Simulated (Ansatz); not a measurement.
Energy needed to pull apart SiHSBr (SMILES S=[SiH]Br), closed shell, into free ground-state atoms, from the structure below (displaced at random from a GFN2-xTB minimum); no zero-point or spin–orbit terms; open-shell atoms are treated unrestricted, in their ground-state multiplicity.

S1  (-1.540, 0.584, 1.325)
Si2  (-0.139, 0.186, -0.034)
Br3  (1.082, -1.720, -0.073)
H4  (0.652, 1.016, -1.106)
(Å)

Computed with Ansatz 0.2.0 (basis: def2-TZVPP); correlated methods freeze the cores. Filled d shells of the heavier atoms are correlated. The def2 sets are not built for correlating such inner shells, so the correlated values are less sure here.

```json
{"method": "PBE-D4", "atomization energy (kcal/mol)": "273.0"}
{"method": "r2SCAN-D4", "atomization energy (kcal/mol)": "270.1"}
{"method": "PBE0-D4", "atomization energy (kcal/mol)": "264.9"}
{"method": "r2SCAN0-D4", "atomization energy (kcal/mol)": "261.7"}
{"method": "HSE06-D4", "atomization energy (kcal/mol)": "265.3"}
{"method": "wB97M-V", "atomization energy (kcal/mol)": "265.0"}
{"method": "HF", "atomization energy (kcal/mol)": "?"}
{"method": "MP2", "atomization energy (kcal/mol)": "?"}
{"method": "CCSD", "atomization energy (kcal/mol)": "245.7"}
{"method": "CCSD(T)", "atomization energy (kcal/mol)": "254.2"}
```

Question: What does HF give? (To be estimated.)

Answer: Computed: 176.4 kcal/mol, which is about 77.8 kcal/mol less than CCSD(T)/def2-TZVPP.

Question: What does MP2 give? (An estimate is asked for; the value comes from the calculation.)

Answer: By the calculation: 263.0 kcal/mol, which is about 8.8 kcal/mol more than CCSD(T)/def2-TZVPP.

In triple zeta the MP2 and coupled-cluster atomization energies are still short of their basis limit by a few kcal/mol a bond, whereas those of the functionals are nearly converged, so these differences are not deviations from converged CCSD(T).

T1 diagnostic: at most 0.015.

For scale, one of the runs: CCSD(T)/def2-TZVPP forces, 146 basis functions (an equivalent command: `ansatz run in.yaml --threads 4`). Time: 75 s of wall clock on 4 CPU threads; the host was shared. Peak host memory: 1.4 GiB.
